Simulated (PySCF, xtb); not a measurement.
Mo(NMe)(S)(F)2 (CH3F2MoNS), SMILES C[N]=[Mo]([F])([F])=[S], multiplicity 1.

GFN2-xTB (xtb) at its own geometry gives an orbital gap of 2.25 eV and a dipole moment of 3.43 D.

Geometry: B3LYP-D3(BJ)/def2-SVP. The multiplicity is an assumed one; no other spin state was optimised. The structure was generated by enumeration; whether it is a known compound was not checked. The def2 effective core potentials stand for the cores of Mo; spin–orbit coupling is left out.

Task: What does ωB97X/def2-TZVP run with PySCF give? (An estimate is asked for; the answer gives what the named calculation found.)

Result: gap 9.02 eV (levels -9.89 and -0.87 eV), dipole 3.12 D.
